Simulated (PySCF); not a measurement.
Species: C₇H₇N₂ (doublet state).
Geometry (GFN2-xTB, Å), atoms numbered from 1 in this order:
```xyz
16
C7H7N2 angstrom
C      3.7607    0.4319   -0.0191
C      2.4976    0.0295    0.2303
C      1.3603   -0.3666    0.4414
C     -0.0027   -0.7752    0.7195
C     -0.2611   -0.5809    2.1356
N     -0.4492   -0.4011    3.2477
C     -0.9753    0.0684   -0.0743
N     -1.7930   -0.4910   -0.8373
C     -2.7210    0.2670   -1.6109
H      4.4986   -0.2640   -0.3744
H      4.0496    1.4545    0.1426
H     -0.1585   -1.8319    0.4671
H     -0.8904    1.1544    0.0681
H     -3.7264   -0.0596   -1.3429
H     -2.5625    0.0216   -2.6615
H     -2.6344    1.3519   -1.4662
```

The hyperfine couplings belong to this conformer and change with its torsions.

Identity: `[CH2]C#C[C@@H](C#N)/C=N/C` [radical].

Computed with UKS B3LYP, pcH-1 on C H N, non-relativistic, mean-field spin-orbit, GIAO (PySCF 2.14.0). The structure is a single GFN2-xTB conformer in the gas phase; no vibrational or solvent corrections. The geometry wasn't refined by DFT: couplings that depend on bond lengths, twists or pyramidal angles can differ widely from those at the functional's own minimum. Stability of the SCF solution: not tested.

Largest spin populations (Mulliken): C1 (+0.79), C3 (+0.54) and C2 (-0.27). The positive populations add up to 1.38 and the negative ones to -0.38, together 2S = 1. The angles at C1 add up to 360.0°, so it is planar; its axial dipolar tensor and the negative couplings of its protons fit spin in a p orbital normal to that plane.

(1) Find Q in a(H) = Q·ρ(C) for the protons on the planar carbons that carry spin.

Answers

(1) 
```json
{"H": "H10", "C": "C1", "ρ(C)": "+0.785", "a(H) (G)": "-18.83", "a/ρ (G)": "-24.0"}
{"H": "H11", "C": "C1", "ρ(C)": "+0.785", "a(H) (G)": "-18.79", "a/ρ (G)": "-23.9"}
```

These protons share one ρ (within 0.01), so their mean ratio, Q = -24.0 G, is no test of linearity. In every row coupling and population have opposite signs.

Couplings in gauss use g_iso = 2.0027.
